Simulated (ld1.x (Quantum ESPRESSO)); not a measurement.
## phosphorus: from the effect back to the setting (TM)

Base potential:

| Item | Value |
| --- | --- |
| Element | P |
| Generator | ld1.x (Quantum ESPRESSO) 7.5 |
| Type | norm-conserving Troullier–Martins (Kleinman–Bylander form) |
| Functional | PBE |
| Relativity | scalar-relativistic |
| Frozen core | [Ne] |
| Valence charge | 5 |
| Reference configuration | 3s2 3p2.5 (charge +0.5) |
| Partial waves | 3s (bound): rc 1.55 bohr; 3p (bound): rc 1.20 bohr |
| Local potential | all-electron potential smoothed inside 1.35 bohr (lloc = -1) |
| Core correction | a·sin(br)/r model core inside 0.85 bohr |

Cutoffs, loose and tight: the cutoffs (Ry, on a coarse ladder) from which the occupation-weighted sum of valence levels, in a spherical-Bessel basis at the reference potential, stays within 10 and 1 mRy of its value at 400 Ry. They do not see the model core or the augmentation charge, which bear on the density cutoff. Test errors are all-electron minus pseudo excitation energies from the reference, over the configurations 3s2 3p3; 3s2 3p2; 3s2 3p1; 3s2 3p3.3; 3s1 3p4; 3s0 3p5; 3s2 3p0; variants that change the core or the reference have their own tests.

Only the scale of all radii but the core radius (base = 1) is moved (1 further runs of the sweep failed or gave no value and are left out):

```json
{"scale of all radii but the core radius (base = 1)": "0.84", "cutoff, loose": "260 Ry", "cutoff, tight": "300 Ry", "bound ghosts": "p", "largest test error (meV)": "+190"}
{"scale of all radii but the core radius (base = 1)": "0.98", "cutoff, loose": "80 Ry", "cutoff, tight": "100 Ry", "bound ghosts": "none", "largest test error (meV)": "+58"}
{"scale of all radii but the core radius (base = 1)": "1.07", "cutoff, loose": "60 Ry", "cutoff, tight": "100 Ry", "bound ghosts": "none", "largest test error (meV)": "+66"}
{"scale of all radii but the core radius (base = 1)": "1.13", "cutoff, loose": "40 Ry", "cutoff, tight": "70 Ry", "bound ghosts": "none", "largest test error (meV)": "+72"}
{"scale of all radii but the core radius (base = 1)": "1.21", "cutoff, loose": "30 Ry", "cutoff, tight": "55 Ry", "bound ghosts": "none", "largest test error (meV)": "+85"}
{"scale of all radii but the core radius (base = 1)": "1.29", "cutoff, loose": "18 Ry", "cutoff, tight": "40 Ry", "bound ghosts": "none", "largest test error (meV)": "+100"}
{"scale of all radii but the core radius (base = 1)": "1.37", "cutoff, loose": "15 Ry", "cutoff, tight": "35 Ry", "bound ghosts": "none", "largest test error (meV)": "+125"}
```

Problem. One more run gave cutoff, loose: 140 Ry; cutoff, tight: 230 Ry; bound ghosts: none; largest test error (meV): +51. Which value of the scale of all radii but the core radius (base = 1) was used?

Solution. 0.9. The loose cutoff moves one way along this sweep, from 260 Ry at 0.84 to 15 Ry at 1.37, which places the run between 0.84 and 0.98.
